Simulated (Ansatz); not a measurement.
Cartesian coordinates in Å:
```
C -1.6528 0.3777 0.7976
C -1.0880 -0.2609 -0.4494
O 0.3147 -0.2306 -0.4452
Zr 2.2004 -0.1383 -0.3639
F 2.8843 0.2887 -2.0940
F 2.7068 1.2160 0.8820
F 2.8859 -1.8260 0.2067
H -1.3386 1.4207 0.8751
H -1.3163 -0.1527 1.6909
H -2.7447 0.3485 0.7726
H -1.4101 -1.3050 -0.5278
H -1.4416 0.2619 -1.3447
```

Charge 0, multiplicity 1. Zr takes the def2 core potential.

(1) List the PBE0/def2-TZVPP orbital energies in eV (Ansatz). (Estimate.)

## Answers

(1) The calculation gave: Occupied: -673.40, -673.39, -673.39, -523.28, -280.07, -278.32, -59.86, -36.97, -36.97, -36.67, -31.72, -30.96, -30.95, -28.12, -21.33, -17.69, -13.99, -13.85, -12.79, -12.71, -12.59, -12.44, -12.23, -12.09, -11.69, -11.51, -11.51, -11.50, -11.13, -10.99, -9.08, -8.95. Lowest empty: -0.44, -0.42, -0.39, 0.13, 0.48, 0.51, 1.06, 1.12.
